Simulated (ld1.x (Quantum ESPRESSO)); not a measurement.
**Varying the TM potential for V (Z = 23)**

Base potential:

vanadium (V), norm-conserving Troullier–Martins (Kleinman–Bylander form), made with ld1.x (Quantum ESPRESSO) 7.5 (PW91, scalar-relativistic). Core [Ne], reference 3s2 3p6 3d3 4s2 4p0. Waves: 3s (bound): rc 0.85 bohr; 3p (bound): rc 1.20 bohr; 3d (bound): rc 1.95 bohr. Local part: the d channel. Core correction: none.

Occupied shells without a wave of their own: 4s. They enter only through the test configuration that unscreens the potential.

All-electron outer shells of the reference configuration (PW91, scalar-relativistic, ld1.x):

```tsv
shell	level (eV)	outermost node (bohr)	outermost maximum (bohr)
2s	-602.79	0.09	0.26
2p	-503.47	–	0.21
3s	-70.24	0.38	0.82
3p	-44.08	0.35	0.84
3d	-5.23	–	0.90
4s	-4.75	1.17	2.76
4p	-1.48	1.30	3.63
```

Cutoffs, loose and tight: the cutoffs (Ry, on a coarse ladder) from which the occupation-weighted sum of valence levels, in a spherical-Bessel basis at the reference potential, stays within 10 and 1 mRy of its value at 400 Ry. They do not see the model core or the augmentation charge, which bear on the density cutoff. Test errors are all-electron minus pseudo excitation energies from the reference, over the configurations 3s2 3p6 3d3 4s1 4p0; 3s2 3p6 3d3 4s0 4p0; 3s2 3p6 3d2 4s0 4p0; 3s2 3p6 3d2 4s2 4p1; 3s2 3p6 3d3 4s0 4p1; 3s1 3p6 3d3 4s2 4p0; 3s2 3p6 3d1 4s0 4p0. A dash means not determined; rows that change the core or the reference have their own tests.

| change | outcome | cutoff, loose | cutoff, tight | bound ghosts | largest test error (meV) |
| --- | --- | --- | --- | --- | --- |
| base | generated, misses its reference levels by 0.23 eV | 140 Ry | 260 Ry | none | +1514 |
| wave 3d (bound): rc 1.95 bohr becomes 3d (bound): rc 1.26 bohr | generated | 140 Ry | 260 Ry | none | -424 |
| wave 3d (bound): rc 1.95 bohr becomes 3d (bound): rc 1.50 bohr | generated | 140 Ry | 260 Ry | none | +350 |
| wave 3d (bound): rc 1.95 bohr becomes 3d (bound): rc 1.66 bohr | generated | 140 Ry | 260 Ry | none | +854 |
| wave 3d (bound): rc 1.95 bohr becomes 3d (bound): rc 1.92 bohr | generated, misses its reference levels by 0.23 eV | 140 Ry | 260 Ry | none | +1514 |
| wave 3d (bound): rc 1.95 bohr becomes 3d (bound): rc 2.10 bohr | generated, misses its reference levels by 0.27 eV | 140 Ry | 260 Ry | none | +1569 |
| wave 3d (bound): rc 1.95 bohr becomes 3d (bound): rc 2.36 bohr | generated, misses its reference levels by 0.20 eV | 140 Ry | 260 Ry | none | +335 |
| wave 3d (bound): rc 1.95 bohr becomes 3d (bound): rc 2.48 bohr | generated | 140 Ry | 260 Ry | none | -1164 |

What comes out with this change to the base: wave 3d (bound): rc 1.95 bohr becomes 3d (bound): rc 2.70 bohr?

outcome: generated, misses its reference levels by 0.23 eV; cutoff, loose: 140 Ry; cutoff, tight: 260 Ry; bound ghosts: none; largest test error (meV): -4777.

What comes out with this change to the base: wave 3d (bound): rc 1.95 bohr becomes 3d (bound): rc 2.96 bohr?

outcome: generated, misses its reference levels by 1.10 eV; cutoff, loose: 140 Ry; cutoff, tight: 260 Ry; bound ghosts: none; largest test error (meV): -13087.

Reading the sweep of the d radius (base included, trends over the rows without a ghost): The loose cutoff stays near 140 Ry. The median size of the test errors (rows with all tests solved) is not monotonic: lowest 68.2 meV at 1.5 bohr, highest 6204.2 meV at 2.96 bohr.
